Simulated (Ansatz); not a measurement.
CH4BrInO (SMILES C[O][InH][Br]), singlet, geometry from GFN2-xTB (such geometries of metal compounds can be far from the true shape) (all electrons, no relativity); CASSCF(4,6)/STO-3G in Ansatz (a quantum-chemistry and plane-wave program).

Here is a job for Ansatz.
Ansatz 0.2 input:
```yaml
crystal:
  periodic: [false, false, false]
  atoms:
    - {symbol: In, position_ang: [-0.73769868, -0.44365677, 0.18079532]}
    - {symbol: H, position_ang: [-2.08255273, -1.06928735, 0.99707173]}
    - {symbol: Br, position_ang: [1.11511138, 1.07437123, 0.79940783]}
    - {symbol: O, position_ang: [-0.61917872, -1.06333989, -1.68409071]}
    - {symbol: C, position_ang: [0.37296286, -0.72717625, -2.61942044]}
    - {symbol: H, position_ang: [0.87589286, -1.64010651, -2.95387013]}
    - {symbol: H, position_ang: [-0.09516771, -0.24017421, -3.48076800]}
    - {symbol: H, position_ang: [1.13581735, -0.04446665, -2.21142999]}
basis:
  gaussian:
    orbitals: STO-3G
hamiltonian:
  xc: hf
magnetization: {spin_polarized: false}
correlation: {active_space: {window: {electrons: 4, orbitals: 6}}}
```

What the program printed (banner, timings and long lists left out):

```
Functional definition: HF
747 factors; integrals over basis functions are off by at most 6.1e-5 eV
mean field evaluation 1: about -226973.0154 eV, gradient 2.5e1 eV
mean field evaluation 2: about -226973.1262 eV, gradient 2.5e1 eV
mean field evaluation 4: about -226975.7987 eV, gradient 2.0e0 eV
mean field evaluation 8: about -226975.8196 eV, gradient 1.9e-4 eV
mean field -226975.81961486 eV, -8341.2075211099 hartree, gradient 2.5e-6 eV, S^2 0.000000; 0 other end points of the search recorded, 0 dependent functions left out
reference -226975.81961486 eV, -8341.2075211099 hartree; 51, 51 occupied and 8, 8 virtual orbitals, 747 factors
state -226976.93759309 eV, -8341.2486060521 hartree
Total energy: -226976.93759309 eV, -8341.2486060521 hartree
```
